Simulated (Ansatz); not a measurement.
Consider the redistribution: `[F][GeH]([F])[GeH3]` + `O[SiH](F)F` → `[OH][GeH]([F])[F]` + `F[SiH](F)[GeH3]`.

Program: Ansatz. Geometries: PBE0-D4/def2-TZVP. ΔE: electronic, gas phase. CCSD(T)/CBS is the MP2 limit (def2-TZVPP, def2-QZVPP) plus CCSD(T) − MP2 in def2-TZVPP, frozen cores. DFT in def2-TZVPP. B3LYP here is the variant with VWN-RPA as its local correlation; programs differ in this. HSE06 is defined as in plane-wave codes. For Ge outer-core shells are correlated without core-valence functions, which leaves a few kJ/mol of doubt a bond. Scalar relativity is left out up to krypton. One conformer a species, not always the lowest.

```json
{"level": "LDA (SPW92)", "ΔE (kcal/mol)": "23.5", "difference from CCSD(T)/CBS": "-0.3"}
{"level": "PBE-D4", "ΔE (kcal/mol)": "22.3", "difference from CCSD(T)/CBS": "-1.5"}
{"level": "revPBE-D4", "ΔE (kcal/mol)": "21.8", "difference from CCSD(T)/CBS": "-2.0"}
{"level": "BLYP-D4", "ΔE (kcal/mol)": "23.7", "difference from CCSD(T)/CBS": "-0.1"}
{"level": "r2SCAN-D4", "ΔE (kcal/mol)": "23.6", "difference from CCSD(T)/CBS": "-0.2"}
{"level": "B97M-V", "ΔE (kcal/mol)": "23.1", "difference from CCSD(T)/CBS": "-0.7"}
{"level": "PBE0-D4", "ΔE (kcal/mol)": "23.1", "difference from CCSD(T)/CBS": "-0.7"}
{"level": "B3LYP-D4", "ΔE (kcal/mol)": "24.4", "difference from CCSD(T)/CBS": "0.6"}
{"level": "r2SCANh-D4", "ΔE (kcal/mol)": "23.9", "difference from CCSD(T)/CBS": "0.1"}
{"level": "r2SCAN0-D4", "ΔE (kcal/mol)": "24.3", "difference from CCSD(T)/CBS": "0.5"}
{"level": "HSE06-D4", "ΔE (kcal/mol)": "23.1", "difference from CCSD(T)/CBS": "-0.7"}
{"level": "BHLYP-D4", "ΔE (kcal/mol)": "25.1", "difference from CCSD(T)/CBS": "1.3"}
{"level": "CAM-B3LYP-D4", "ΔE (kcal/mol)": "24.4", "difference from CCSD(T)/CBS": "0.6"}
{"level": "ωB97X-V", "ΔE (kcal/mol)": "22.7", "difference from CCSD(T)/CBS": "-1.1"}
{"level": "ωB97M-V", "ΔE (kcal/mol)": "24.2", "difference from CCSD(T)/CBS": "0.4"}
{"level": "B2PLYP", "ΔE (kcal/mol)": "24.0", "difference from CCSD(T)/CBS": "0.2"}
{"level": "PBE-QIDH", "ΔE (kcal/mol)": "23.3", "difference from CCSD(T)/CBS": "-0.5"}
{"level": "revPBE", "ΔE (kcal/mol)": "21.9", "difference from CCSD(T)/CBS": "-1.9"}
{"level": "BLYP", "ΔE (kcal/mol)": "23.9", "difference from CCSD(T)/CBS": "0.1"}
{"level": "r2SCAN", "ΔE (kcal/mol)": "23.7", "difference from CCSD(T)/CBS": "-0.1"}
{"level": "PBE0", "ΔE (kcal/mol)": "23.2", "difference from CCSD(T)/CBS": "-0.6"}
{"level": "B3LYP", "ΔE (kcal/mol)": "24.5", "difference from CCSD(T)/CBS": "0.7"}
{"level": "r2SCANh", "ΔE (kcal/mol)": "23.9", "difference from CCSD(T)/CBS": "0.1"}
{"level": "HSE06", "ΔE (kcal/mol)": "23.1", "difference from CCSD(T)/CBS": "-0.7"}
{"level": "BHLYP", "ΔE (kcal/mol)": "25.2", "difference from CCSD(T)/CBS": "1.4"}
{"level": "CAM-B3LYP", "ΔE (kcal/mol)": "24.5", "difference from CCSD(T)/CBS": "0.7"}
{"level": "LC-ωPBE", "ΔE (kcal/mol)": "22.6", "difference from CCSD(T)/CBS": "-1.2"}
{"level": "RPA@PBE/def2-TZVPP", "ΔE (kcal/mol)": "22.3", "difference from CCSD(T)/CBS": "-1.5"}
{"level": "HF/def2-SVP", "ΔE (kcal/mol)": "22.6", "difference from CCSD(T)/CBS": "-1.2"}
{"level": "MP2/def2-SVP", "ΔE (kcal/mol)": "20.2", "difference from CCSD(T)/CBS": "-3.6"}
{"level": "CCSD/def2-SVP", "ΔE (kcal/mol)": "20.4", "difference from CCSD(T)/CBS": "-3.4"}
{"level": "HF/def2-TZVPP", "ΔE (kcal/mol)": "24.5", "difference from CCSD(T)/CBS": "0.7"}
{"level": "MP2/def2-TZVPP", "ΔE (kcal/mol)": "23.5", "difference from CCSD(T)/CBS": "-0.3"}
{"level": "CCSD/def2-TZVPP", "ΔE (kcal/mol)": "23.4", "difference from CCSD(T)/CBS": "-0.4"}
{"level": "CCSD(T)/def2-TZVPP", "ΔE (kcal/mol)": "23.0", "difference from CCSD(T)/CBS": "-0.8"}
{"level": "HF/def2-QZVPP", "ΔE (kcal/mol)": "24.8", "difference from CCSD(T)/CBS": "1.0"}
{"level": "MP2/def2-QZVPP", "ΔE (kcal/mol)": "24.1", "difference from CCSD(T)/CBS": "0.3"}
{"level": "SCS-MP2/def2-QZVPP", "ΔE (kcal/mol)": "23.6", "difference from CCSD(T)/CBS": "-0.2"}
{"level": "HF/CBS(def2)", "ΔE (kcal/mol)": "24.9", "difference from CCSD(T)/CBS": "1.1"}
{"level": "CCSD/CBS(def2)", "ΔE (kcal/mol)": "24.3", "difference from CCSD(T)/CBS": "0.5"}
{"level": "CCSD(T)/CBS", "ΔE (kcal/mol)": "23.8", "difference from CCSD(T)/CBS": "0"}
```

Largest T1 diagnostic among the species: 0.012.

In def2-TZVPP, CCSD(T) changes the Hartree–Fock value by −1.6 kcal/mol (the triples alone add −0.4 kcal/mol) and MP2 by −1.1 kcal/mol. From PBE to PBE0 (25 % exact exchange), in def2-TZVPP and without D4, ΔE moves by +0.8 kcal/mol. At CCSD(T), def2-SVP lies −3.8 kcal/mol from the extrapolated value and def2-TZVPP −0.8 kcal/mol.
